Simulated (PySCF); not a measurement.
## Ar⁺: excitation energy

Ar⁺ [Ne] 3s2 3p5 (2P) → Ar⁺ [Ne] 3s2 3p4 3d1 (high-spin determinant), as a difference of total energies. Computed with PySCF 2.14 in dyall-av3z (19s12p3d2f, 84 functions), with the spin-free X2C one-electron Hamiltonian (Gaussian nucleus). Correlated levels: valence: [Ne] frozen; virtual orbitals above 40 to 60 times the deepest correlated orbital energy dropped. The calculations carry no spin-orbit coupling.

```json
{"method": "UHF", "excitation energy (eV)": "16.996"}
{"method": "MP2 (valence)", "excitation energy (eV)": "17.841"}
{"method": "SCS-MP2 (valence)", "excitation energy (eV)": "17.934"}
{"method": "CCSD (valence)", "excitation energy (eV)": "17.701"}
{"method": "CCSD(T) (valence)", "excitation energy (eV)": "17.664"}
```

**Question.** How much does correlation contribute at CCSD(T) (valence)?

**Answer.** 17.664 − (16.996) = 0.668 eV, measured against UHF.

The promoted electron is Rydberg-like, and one or two diffuse shells describe it only roughly, which tends to raise the upper state.

The determinant of the upper state mixes LS terms, which raises its energy above the lowest term, most at the Hartree-Fock and MP2 levels.
